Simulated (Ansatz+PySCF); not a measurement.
The numbers below are computed, except where a source is named.
## PySCF 2.14.0 run

```python
from pyscf import gto, scf, mp

mol = gto.M(atom="""
Cu 0.000000 0.000000 -0.769880
Cl 0.000000 0.000000 1.313330
""", basis='def2-svp', charge=0, spin=0)
mf = scf.UHF(mol)
mf.kernel()
pt = mp.MP2(mf, frozen=10).run()
print(mf.e_tot, pt.e_corr, pt.e_tot)
```

The script is written out from the run's settings.

Output:

* Converged: yes
* Reference energy: -2098.10083 hartree
* Correlation energy: -0.50438 hartree
* Total energy: -2098.60521 hartree
